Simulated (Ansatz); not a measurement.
`CCCCCCCCCC[S][Au]`, 33 atoms. Hardware: 4 threads of Arm Neoverse V2 on a shared host.

In the def2 sets Au takes a core potential; there is no spin–orbit coupling. Correlated methods freeze 15 core orbitals; core or outer-core shells of Au are correlated, in sets that lack core-valence functions.

**Question.** How many basis functions does each of these Ansatz runs have, and roughly what does it cost? r2SCAN-D4/def2-TZVP, charge 0 singlet, energy, from earlier orbitals; PBE0-D4/def2-SVP, charge -1 doublet at the geometry of the charge 0 singlet, energy; PBE-D4/def2-SVP, charge 0 singlet, energy, from earlier orbitals; PBE0-D4/def2-SVP, charge 0 triplet at the geometry of the charge 0 singlet, energy; PBE0-D4/def2-SVP, charge 1 doublet at the geometry of the charge 0 singlet, energy; r2SCAN0-D4/def2-TZVP, charge 0 singlet, energy, from earlier orbitals; PBE0-D4/def2-SVP, charge 1 doublet, energy, from earlier orbitals; PBE-D4/def2-SVP, charge 1 doublet at the geometry of the charge 0 singlet, energy, from earlier orbitals; r2SCANh-D4/def2-SVP, charge -1 doublet at the geometry of the charge 0 singlet, energy, from earlier orbitals; MP2/def2-SVP, charge 0 singlet, energy, from earlier orbitals; r2SCANh-D4/def2-SVP, charge 1 doublet at the geometry of the charge 0 singlet, energy, from earlier orbitals; PBE0-D4/def2-SVP, charge 0 singlet, energy, from earlier orbitals.

**Answer.** Other jobs shared the machine, so times can vary by a factor of up to 3.

```json
{"run": "PBE-D4/def2-SVP, charge 0 singlet, energy, from earlier orbitals", "functions": "295", "fitting or Cholesky vectors": "3323", "wall time": "5.5 s", "peak host memory (GiB)": "0.57"}
{"run": "PBE0-D4/def2-SVP, charge 0 singlet, energy, from earlier orbitals", "functions": "295", "fitting or Cholesky vectors": "3368", "wall time": "12 s", "peak host memory (GiB)": "2"}
{"run": "MP2/def2-SVP, charge 0 singlet, energy, from earlier orbitals", "functions": "295", "fitting or Cholesky vectors": "3049", "wall time": "13 s", "peak host memory (GiB)": "1.2"}
{"run": "PBE0-D4/def2-SVP, charge -1 doublet at the geometry of the charge 0 singlet, energy", "functions": "295", "fitting or Cholesky vectors": "3049", "wall time": "17 s", "peak host memory (GiB)": "1.9"}
{"run": "r2SCAN-D4/def2-TZVP, charge 0 singlet, energy, from earlier orbitals", "functions": "513", "fitting or Cholesky vectors": "3343", "wall time": "22 s", "peak host memory (GiB)": "1.4"}
{"run": "PBE0-D4/def2-SVP, charge 1 doublet at the geometry of the charge 0 singlet, energy", "functions": "295", "fitting or Cholesky vectors": "3049", "wall time": "24 s", "peak host memory (GiB)": "1.9"}
{"run": "PBE0-D4/def2-SVP, charge 1 doublet, energy, from earlier orbitals", "functions": "295", "fitting or Cholesky vectors": "3052", "wall time": "25 s", "peak host memory (GiB)": "1.7"}
{"run": "PBE0-D4/def2-SVP, charge 0 triplet at the geometry of the charge 0 singlet, energy", "functions": "295", "fitting or Cholesky vectors": "3049", "wall time": "25 s", "peak host memory (GiB)": "1.9"}
{"run": "r2SCANh-D4/def2-SVP, charge -1 doublet at the geometry of the charge 0 singlet, energy, from earlier orbitals", "functions": "295", "fitting or Cholesky vectors": "3049", "wall time": "25 s", "peak host memory (GiB)": "1.9"}
{"run": "PBE-D4/def2-SVP, charge 1 doublet at the geometry of the charge 0 singlet, energy, from earlier orbitals", "functions": "295", "fitting or Cholesky vectors": "3323", "wall time": "37 s", "peak host memory (GiB)": "1.5"}
{"run": "r2SCAN0-D4/def2-TZVP, charge 0 singlet, energy, from earlier orbitals", "functions": "513", "fitting or Cholesky vectors": "3406", "wall time": "37 s", "peak host memory (GiB)": "3.2"}
{"run": "r2SCANh-D4/def2-SVP, charge 1 doublet at the geometry of the charge 0 singlet, energy, from earlier orbitals", "functions": "295", "fitting or Cholesky vectors": "3049", "wall time": "53 s", "peak host memory (GiB)": "1.9"}
```
